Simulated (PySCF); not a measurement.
C5H6N, charge +1, singlet, geometry from GFN2-xTB; CCSD(T)/STO-3G run with PySCF.

Input for PySCF:
```python
from pyscf import gto, scf, cc

mol = gto.M(
    atom='''
N    -0.00300257   -0.00278217    1.30927041
C     0.00324592    0.00300766   -1.41538575
C     0.00158461    1.17076713    0.66910507
C    -0.00464209   -1.17360018    0.66410906
C    -0.00155375   -1.19967832   -0.71622101
C     0.00482705    1.20271135   -0.71110135
H     0.00572175    0.00530176   -2.49497163
H     0.00261701    2.07147618    1.26547810
H    -0.00840101   -2.07683562    1.25663777
H    -0.00287879   -2.14464987   -1.23615694
H     0.00852759    2.14988403   -1.22700500
H    -0.00533904   -0.00494713    2.32808872
''',
    basis='sto-3g',
    charge=1,
    verbose=5,
)

mf = scf.RHF(mol)
mf.kernel()

mycc = cc.CCSD(mf, frozen=5)
mycc.kernel()
et = mycc.ccsd_t()
print('E(CCSD(T)) = %.10f' % (mycc.e_tot + et))
```

Problem. What does PySCF print? Leave out banner, timings and long lists.

Solution. 
```
PySCF version 2.14.0

[INPUT] verbose = 5
[INPUT] max_memory = 4000
[INPUT] num. atoms = 12
[INPUT] num. electrons = 42
[INPUT] charge = 1
[INPUT] spin (= nelec alpha-beta = 2S) = 0
[INPUT] symmetry False subgroup None
[INPUT] Mole.unit = angstrom
[INPUT] Symbol           X                Y                Z      unit          X                Y                Z       unit  Magmom
[...]
[INPUT] ---------------- BASIS SET ----------------
[INPUT] l, kappa, [nprim/nctr], expnt,             c_1 c_2 ...
[INPUT] N
[...]
                                18.052312         0.53532814
                                4.8856602         0.44463454
[...]
                                0.8784966         0.39951283
                                0.2857144         0.70011547
[...]
                                0.8784966         0.60768372
                                0.2857144         0.39195739
[INPUT] H
[...]
                                0.62391373        0.53532814
                                0.1688554         0.44463454
[INPUT] C
[...]
                                13.045096         0.53532814
                                3.5305122         0.44463454
[...]
                                0.6834831         0.39951283
                                0.2222899         0.70011547
[...]
                                0.6834831         0.60768372
                                0.2222899         0.39195739

nuclear repulsion = 217.271531670098
number of shells = 24
number of NR pGTOs = 108
number of NR cGTOs = 36
basis = sto-3g
ecp = {}

******** <class 'pyscf.scf.hf.RHF'> ********
method = RHF
initial guess = minao
damping factor = 0
level_shift factor = 0
DIIS = <class 'pyscf.scf.diis.CDIIS'>
diis_start_cycle = 1
diis_space = 8
diis_damp = 0
SCF conv_tol = 1e-09
SCF conv_tol_grad = None
SCF max_cycles = 50
direct_scf = True
direct_scf_tol = 1e-13
Set gradient conv threshold to 3.16228e-05
Initial guess from minao.
E1 = -759.8560974897875  E2 = 296.23198073707835  Ecoul = 332.14569893327257  Exc = -35.913718196194225
init E= -246.352585082611
cond(S) = 14.733871821750611
[...]
  mo_energy =
[-15.52203854 -11.09879545 -11.09604803 -11.0928126  -11.09102303
 -11.09070396  -1.74708282  -1.39484732  -1.30088468  -0.9378713
  -0.91566576  -0.71791262  -0.60321798  -0.51721241  -0.50962424
  -0.45202043  -0.44801941  -0.33442223  -0.31845055  -0.25721639
  -0.19358777   0.09977423   0.15526583   0.34452236   0.42784853
   0.50601842   0.51989069   0.53461199   0.5626443    0.57210374
   0.74012456   0.75212243   0.77372081   0.79540927   0.96964099
   1.02686677]
E1 = -749.0600087516445  E2 = 287.7656714055154  Ecoul = 322.02638469070524  Exc = -34.260713285189865
cycle= 1 E= -244.022805676031  delta_E= 2.33  |g|= 0.364  |ddm|= 4.67
[...]
  mo_energy =
[-1.58708826e+01 -1.14592053e+01 -1.14590457e+01 -1.12933760e+01
 -1.12672040e+01 -1.12671416e+01 -1.59840458e+00 -1.29956978e+00
 -1.28743727e+00 -1.09567745e+00 -1.09122581e+00 -1.01307867e+00
 -8.85062660e-01 -8.78187802e-01 -8.51600425e-01 -8.13569738e-01
 -8.10398901e-01 -6.95363640e-01 -6.89259279e-01 -5.98039271e-01
 -5.67049874e-01 -7.97525622e-02 -5.73119983e-03  2.20940477e-01
  2.51897441e-01  3.24110486e-01  3.70616400e-01  3.95597070e-01
  4.34353915e-01  4.88272162e-01  5.66836532e-01  5.83818572e-01
  6.20944042e-01  6.33122542e-01  8.02239055e-01  8.59021314e-01]
E1 = -750.5939312876359  E2 = 289.2514493636723  Ecoul = 323.57042817166223  Exc = -34.318978807989936
cycle= 2 E= -244.070950253865  delta_E= -0.0481  |g|= 0.133  |ddm|= 0.666
[...]
  mo_energy =
[-15.71238761 -11.34970704 -11.34953391 -11.33334613 -11.30437301
 -11.30431888  -1.50937203  -1.2947824   -1.23842323  -1.07167491
  -1.05992404  -0.96429608  -0.86185466  -0.85863393  -0.82209778
  -0.79560276  -0.78168673  -0.70301367  -0.70109419  -0.59048999
  -0.53941758  -0.04232861   0.01914175   0.23089407   0.30519849
   0.39014699   0.39886796   0.40139811   0.47792653   0.48133361
   0.58804623   0.61465345   0.6315855    0.63872115   0.8117002
   0.86748732]
E1 = -750.3998192703639  E2 = 289.05208663674335  Ecoul = 323.35304236769247  Exc = -34.30095573094911
cycle= 3 E= -244.076200963522  delta_E= -0.00525  |g|= 0.0454  |ddm|= 0.225
[...]
  mo_energy =
[-15.74466223 -11.35958305 -11.35941128 -11.29905041 -11.27911198
 -11.27905564  -1.5196737   -1.28141148  -1.23653973  -1.0664913
  -1.05777296  -0.969536    -0.85966572  -0.85663463  -0.81596586
  -0.79578106  -0.78870848  -0.69590084  -0.69588135  -0.58108723
  -0.53498648  -0.03821785   0.02539938   0.24071199   0.30003595
   0.3933849    0.39894871   0.40060381   0.48264735   0.49777095
   0.58968492   0.61823544   0.63895797   0.6423467    0.81915369
   0.87542274]
E1 = -750.4423755813414  E2 = 289.09385910239325  Ecoul = 323.3976082087583  Exc = -34.303749106365046
cycle= 4 E= -244.07698480885  delta_E= -0.000784  |g|= 0.00572  |ddm|= 0.0754
[...]
  mo_energy =
[-15.74380349 -11.36364958 -11.36347801 -11.30761226 -11.28196696
 -11.28191163  -1.52057517  -1.28422685  -1.23817359  -1.06820405
  -1.05926323  -0.97009023  -0.86090308  -0.85900029  -0.81731906
  -0.79724402  -0.79015167  -0.69811521  -0.69786655  -0.58376072
  -0.53726285  -0.04071104   0.02319616   0.23798972   0.30033385
   0.39223987   0.39765052   0.39931998   0.481206     0.4955352
   0.58807583   0.61592203   0.63672116   0.64084798   0.81620693
   0.87247939]
E1 = -750.4448306481595  E2 = 289.0963003824972  Ecoul = 323.39984947731466  Exc = -34.30354909481747
cycle= 5 E= -244.076998595564  delta_E= -1.38e-05  |g|= 0.00168  |ddm|= 0.00936
[...]
  mo_energy =
[-15.74401747 -11.36361308 -11.36344151 -11.30705097 -11.2828157
 -11.28276036  -1.52058579  -1.28434443  -1.23829198  -1.06824768
  -1.05935402  -0.97014216  -0.86089365  -0.85911804  -0.81742634
  -0.79738521  -0.79030123  -0.69816965  -0.69795531  -0.58387512
  -0.53746326  -0.04072719   0.02299476   0.23783917   0.30035326
   0.39217402   0.39758195   0.39919725   0.48107805   0.49541272
   0.58804655   0.61583065   0.6365631    0.64066981   0.81604878
   0.8723174 ]
E1 = -750.4455240683931  E2 = 289.096990727038  Ecoul = 323.400738710101  Exc = -34.303747983062976
cycle= 6 E= -244.077001671257  delta_E= -3.08e-06  |g|= 0.00104  |ddm|= 0.00452
[...]
  mo_energy =
[-15.74351563 -11.36368964 -11.36351811 -11.30764352 -11.2823369
 -11.28228164  -1.52038036  -1.28431404  -1.23817556  -1.06821991
  -1.05924515  -0.97001553  -0.86096529  -0.85905319  -0.81733435
  -0.79732142  -0.7901951   -0.69819142  -0.69787978  -0.58383909
  -0.5373964   -0.04068581   0.02311506   0.237876     0.30049209
   0.3922075    0.39757197   0.3992386    0.48120964   0.4954069
   0.58804062   0.61583162   0.63666846   0.64080758   0.81611404
   0.87238553]
E1 = -750.4453461061476  E2 = 289.096811780235  Ecoul = 323.4006477183542  Exc = -34.30383593811922
cycle= 7 E= -244.077002655814  delta_E= -9.85e-07  |g|= 0.000228  |ddm|= 0.00342
[...]
  mo_energy =
[-15.74343975 -11.36377446 -11.36360296 -11.30769459 -11.28230844
 -11.28225317  -1.52037941  -1.28432675  -1.23819464  -1.06823075
  -1.05924754  -0.97000749  -0.86098827  -0.859064    -0.8173263
  -0.7973375   -0.79020567  -0.69821767  -0.6978826   -0.58385444
  -0.5374236   -0.0406927    0.0231053    0.23785957   0.30051368
   0.39218583   0.39757026   0.39923209   0.48120449   0.49539996
   0.58803039   0.61581103   0.63665704   0.64081455   0.8161005
   0.87237279]
E1 = -750.4454086014807  E2 = 289.0968742137595  Ecoul = 323.4007526280768  Exc = -34.303878414317296
cycle= 8 E= -244.077002717623  delta_E= -6.18e-08  |g|= 5.66e-05  |ddm|= 0.000955
[...]
  mo_energy =
[-15.74347653 -11.36377157 -11.36360007 -11.3077157  -11.28229583
 -11.28224055  -1.52039252  -1.28432795  -1.23819569  -1.06823448
  -1.05925053  -0.97001244  -0.8609928   -0.85906679  -0.81732319
  -0.79733487  -0.79021408  -0.69821918  -0.69788102  -0.58386072
  -0.53742182  -0.04069652   0.02310566   0.23785729   0.30050585
   0.39217725   0.39756855   0.3992319    0.48120329   0.49540051
   0.58802391   0.6158038    0.63665889   0.64081783   0.81609884
   0.87237124]
E1 = -750.4454502596056  E2 = 289.09691586987725  Ecoul = 323.40080307080825  Exc = -34.303887200931
cycle= 9 E= -244.07700271963  delta_E= -2.01e-09  |g|= 2.12e-05  |ddm|= 0.000136
[...]
  mo_energy =
[-15.74346432 -11.36378198 -11.36361049 -11.30770537 -11.28228829
 -11.282233    -1.52039161  -1.28432344  -1.23819635  -1.06823266
  -1.05924891  -0.97001273  -0.86099235  -0.85906531  -0.81732011
  -0.79733612  -0.79021263  -0.69821738  -0.69787772  -0.58385752
  -0.53742154  -0.04069385   0.02310608   0.23785958   0.30050632
   0.39217569   0.39757082   0.39923128   0.48120355   0.49540461
   0.58802538   0.61580493   0.63665994   0.64081927   0.81610165
   0.87237427]
E1 = -750.4454394649176  E2 = 289.09690507496384  Ecoul = 323.4007922300511  Exc = -34.30388715508724
cycle= 10 E= -244.077002719855  delta_E= -2.25e-10  |g|= 5.03e-06  |ddm|= 5e-05
[...]
  mo_energy =
[-15.74347135 -11.36378267 -11.36361118 -11.3077068  -11.28228866
 -11.28223337  -1.52039426  -1.28432414  -1.23819733  -1.06823354
  -1.05925008  -0.97001412  -0.86099291  -0.85906639  -0.81732028
  -0.79733651  -0.79021468  -0.69821767  -0.69787792  -0.58385875
  -0.53742203  -0.04069491   0.02310536   0.23785885   0.30050483
   0.39217415   0.39757039   0.39923067   0.48120268   0.49540441
   0.58802443   0.61580377   0.63665963   0.64081892   0.81610087
   0.87237353]
E1 = -750.4454467519729  E2 = 289.0969123620085  Ecoul = 323.4008001940938  Exc = -34.30388783208531
Extra cycle  E= -244.077002719866  delta_E= -1.06e-11  |g|= 1.89e-06  |ddm|= 8.2e-06
converged SCF energy = -244.077002719866

******** <class 'pyscf.cc.ccsd.CCSD'> ********
CC2 = 0
CCSD nocc = 16, nmo = 31
frozen orbitals 5
max_cycle = 50
direct = 0
conv_tol = 1e-07
conv_tol_normt = 1e-05
diis_space = 6
diis_start_cycle = 0
diis_start_energy_diff = 1e+09
Init t2, MP2 energy = -244.423499570221  E_corr(MP2) -0.346496850355358
Init E_corr(CCSD) = -0.346496850357101
cycle = 1  E_corr(CCSD) = -0.384735765090587  dE = -0.0382389147  norm(t1,t2) = 0.0706199
cycle = 2  E_corr(CCSD) = -0.400812187246158  dE = -0.0160764222  norm(t1,t2) = 0.0306412
cycle = 3  E_corr(CCSD) = -0.410939195169943  dE = -0.0101270079  norm(t1,t2) = 0.0167741
cycle = 4  E_corr(CCSD) = -0.412941402395822  dE = -0.00200220723  norm(t1,t2) = 0.00538229
cycle = 5  E_corr(CCSD) = -0.412622413209677  dE = 0.000318989186  norm(t1,t2) = 0.00220101
cycle = 6  E_corr(CCSD) = -0.412534188974809  dE = 8.82242349e-05  norm(t1,t2) = 0.000417402
cycle = 7  E_corr(CCSD) = -0.412546055914506  dE = -1.18669397e-05  norm(t1,t2) = 0.000170525
cycle = 8  E_corr(CCSD) = -0.412545791027394  dE = 2.64887112e-07  norm(t1,t2) = 3.46402e-05
cycle = 9  E_corr(CCSD) = -0.412546106237963  dE = -3.15210569e-07  norm(t1,t2) = 1.23245e-05
cycle = 10  E_corr(CCSD) = -0.412545921911879  dE = 1.84326084e-07  norm(t1,t2) = 4.31126e-06
cycle = 11  E_corr(CCSD) = -0.412545671198079  dE = 2.507138e-07  norm(t1,t2) = 1.68982e-06
cycle = 12  E_corr(CCSD) = -0.412545564409978  dE = 1.06788101e-07  norm(t1,t2) = 5.98267e-07
cycle = 13  E_corr(CCSD) = -0.412545532613525  dE = 3.17964536e-08  norm(t1,t2) = 2.39032e-07
CCSD converged
E(CCSD) = -244.4895482524797  E_corr = -0.4125455326135245
CCSD(T) correction = -0.0100824790572412
E(CCSD(T)) = -244.4996307315
```
